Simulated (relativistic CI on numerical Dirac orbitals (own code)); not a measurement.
**Ga³⁰⁺: sensitivity of the levels to the model**

Base calculation: Dirac-Coulomb-Breit CI, KLI orbitals optimised for each configuration, QED by a radiative potential.

Configurations in the expansion: 1s, 2s, 2p, 3s, 3p, 3d, 4s, 4p, 4d, 4f, 5s, 5p, 5d, 5f, 5g, 6s, 6p, 6d. Levels of other configurations are missing.

Variants: (1) QED terms removed; (2) non-relativistic limit. Shifts of the energy above 1s 2S_1/2, in eV, for the lowest level and the first level of each name with at least 55 % of one term (blank where a level changes its place among those of its configuration and J or its character, or is not in the variant):

```tsv
Level	Base	Δ(1)	Δ(2)
1s 2S_1/2	0.0	0.0	0.0
2p 2P°_1/2	9917.0	+7.0	-110.9
2s 2S_1/2	9918.1	+6.0	-111.9
2p 2P°_3/2	9960.3	+6.9	-154.2
3p 2P°_1/2	11767.7	+7.0	-145.6
3s 2S_1/2	11768.0	+6.7	-145.9
3d 2D_3/2	11780.5	+7.0	-158.4
3p 2P°_3/2	11780.5	+7.0	-158.4
3d 2D_5/2	11784.7	+7.0	-162.6
4p 2P°_1/2	12413.6	+7.0	-155.9
4s 2S_1/2	12413.8	+6.9	-156.1
4d 2D_3/2	12419.0	+7.0	-161.3
4p 2P°_3/2	12419.0	+7.0	-161.4
4f 2F°_5/2	12420.8	+7.0	-163.1
```
